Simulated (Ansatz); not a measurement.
`[SiH3][AlH][Br]` + `OCS[SiH3]` → `[SiH3]OCS[SiH3]` + `[AlH2][Br]`  (cleavage of the Si–Al bond)

Program: Ansatz. Geometries: PBE0-D4/def2-TZVP. ΔE: electronic, gas phase. CBS: MP2 limit from def2 TZ/QZ plus the TZ coupled-cluster correction, frozen cores. Functionals use def2-TZVPP. B3LYP here is the variant with VWN-RPA as its local correlation; programs differ in this. HSE06 is defined as in plane-wave codes. For Br outer-core shells are correlated without core-valence functions, which leaves a few kJ/mol of doubt a bond. Scalar relativity is left out up to krypton. One conformer a species, not always the lowest.

| level | ΔE (kcal/mol) | difference from CCSD(T)/CBS |
| --- | --- | --- |
| PBE-D4 | -11.3 | 6.3 |
| revPBE-D4 | -12.5 | 5.1 |
| BLYP-D4 | -17.2 | 0.4 |
| r2SCAN-D4 | -15.7 | 1.9 |
| B97M-V | -18.5 | -0.9 |
| PBE0-D4 | -13.2 | 4.4 |
| B3LYP-D4 | -18.2 | -0.6 |
| r2SCANh-D4 | -16.0 | 1.6 |
| r2SCAN0-D4 | -16.5 | 1.1 |
| BHLYP-D4 | -20.3 | -2.7 |
| CAM-B3LYP-D4 | -19.9 | -2.3 |
| ωB97X-V | -17.7 | -0.1 |
| ωB97M-V | -19.0 | -1.4 |
| B2PLYP | -18.5 | -0.9 |
| PBE-QIDH | -16.3 | 1.3 |
| PBE | -10.5 | 7.1 |
| revPBE | -9.9 | 7.7 |
| BLYP | -15.5 | 2.1 |
| PBE0 | -12.4 | 5.2 |
| B3LYP | -16.9 | 0.7 |
| r2SCANh | -15.7 | 1.9 |
| r2SCAN0 | -16.1 | 1.5 |
| HSE06 | -12.4 | 5.2 |
| CAM-B3LYP | -19.2 | -1.6 |
| LC-ωPBE | -15.6 | 2.0 |
| RPA@PBE/def2-TZVPP | -18.4 | -0.8 |
| HF/def2-SVP | -20.6 | -3.0 |
| CCSD/def2-SVP | -17.6 | 0.0 |
| CCSD(T)/def2-SVP | -17.2 | 0.4 |
| HF/def2-TZVPP | -22.6 | -5.0 |
| MP2/def2-TZVPP | -20.1 | -2.5 |
| SCS-MP2/def2-TZVPP | -20.9 | -3.3 |
| CCSD/def2-TZVPP | -18.3 | -0.7 |
| CCSD(T)/def2-TZVPP | -17.7 | -0.1 |
| HF/def2-QZVPP | -23.1 | -5.5 |
| MP2/def2-QZVPP | -20.2 | -2.6 |
| SCS-MP2/def2-QZVPP | -21.0 | -3.4 |
| HF/CBS(def2) | -23.2 | -5.6 |
| MP2/CBS(def2) | -20.0 | -2.4 |
| CCSD/CBS(def2) | -18.3 | -0.7 |
| CCSD(T)/CBS | -17.6 | 0 |

Largest T1 diagnostic among the species: 0.012.

From BLYP to BHLYP (50 % exact exchange), in def2-TZVPP and without D4, ΔE moves by −4.2 kcal/mol. The D4 term adds −1.2 kcal/mol with B3LYP and −0.7 kcal/mol with PBE0; it sums over pairs of atoms, weighted by their polarisabilities, and B3LYP, whose exchange is more repulsive, gets the larger term. In def2-TZVPP, CCSD(T) changes the Hartree–Fock value by +4.9 kcal/mol (the triples alone add +0.6 kcal/mol) and MP2 by +2.5 kcal/mol.
